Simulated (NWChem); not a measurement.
System meant: PbIF, singlet; SMILES [I][Pb][F]

NWChem input:

```
start job
memory heap 200 mb stack 900 mb global 1100 mb
geometry units angstroms noautoz
  Pb     0.213069     1.017163     0.000000
  F     -1.771315     1.556138     0.000000
  I     -0.045405    -1.801902     0.000000
end
basis spherical
  Pb library def2-svp
  F library def2-svp
  I library def2-svp
end
ecp
  I library def2-ecp
  Pb library def2-ecp
end
dft
  odft
  mult 2
  xc pbe0
  iterations 150
  mulliken
end
task dft energy
```

End of the output:

```
 ==============================================================================
                                 internuclear angles
 ------------------------------------------------------------------------------
        center 1       |       center 2       |       center 3       |  degrees
 ------------------------------------------------------------------------------
    2 F                |   1 Pb               |   3 I                |    99.96
 ------------------------------------------------------------------------------
                            number of included internuclear angles:          1
 ==============================================================================

 Summary of "ao basis" -> "" (spherical)
 ------------------------------------------------------------------------------
       Tag                 Description            Shells   Functions and Types
 ---------------- ------------------------------  ------  ---------------------
 Pb                         def2-svp                10       26   4s4p2d
 F                          def2-svp                 6       14   3s2p1d
 I                          def2-svp                10       26   4s4p2d

                                 NWChem DFT Module
                                 -----------------

 Summary of "ao basis" -> "ao basis" (spherical)
 ------------------------------------------------------------------------------
       Tag                 Description            Shells   Functions and Types
 ---------------- ------------------------------  ------  ---------------------
 Pb                         def2-svp                10       26   4s4p2d
 F                          def2-svp                 6       14   3s2p1d
 I                          def2-svp                10       26   4s4p2d

      Symmetry analysis of basis
      --------------------------

        a'         46
        a"         20

  number of electrons :                   56
  multiplicity        :                    2
 ------------------------------------------------------------------------
  no. of electrons and multiplicity not compatible                  56
 ------------------------------------------------------------------------
 ------------------------------------------------------------------------
  current input line :
    24: task dft energy
 ------------------------------------------------------------------------
 ------------------------------------------------------------------------
 There is an error in the input file
 ------------------------------------------------------------------------
 For more information see the NWChem manual at https://nwchemgit.github.io

0: no. of electrons and multiplicity not compatible:Received an Error in Communication
```

**Question.** Can this run be used? If not, why, and what is the fix?

**Answer.** The input was rejected before any calculation. Cause: the multiplicity doesn't fit the number of electrons (an even count wants an odd multiplicity, and the reverse). This input runs:
```
start job
memory heap 200 mb stack 900 mb global 1100 mb
geometry units angstroms noautoz
  Pb     0.213069     1.017163     0.000000
  F     -1.771315     1.556138     0.000000
  I     -0.045405    -1.801902     0.000000
end
basis spherical
  Pb library def2-svp
  F library def2-svp
  I library def2-svp
end
ecp
  I library def2-ecp
  Pb library def2-ecp
end
dft
  xc pbe0
  iterations 150
  mulliken
end
task dft energy
```
It converges to -590.34047 Ha (PBE0/def2-SVP with def2 effective core potentials on I, Pb).
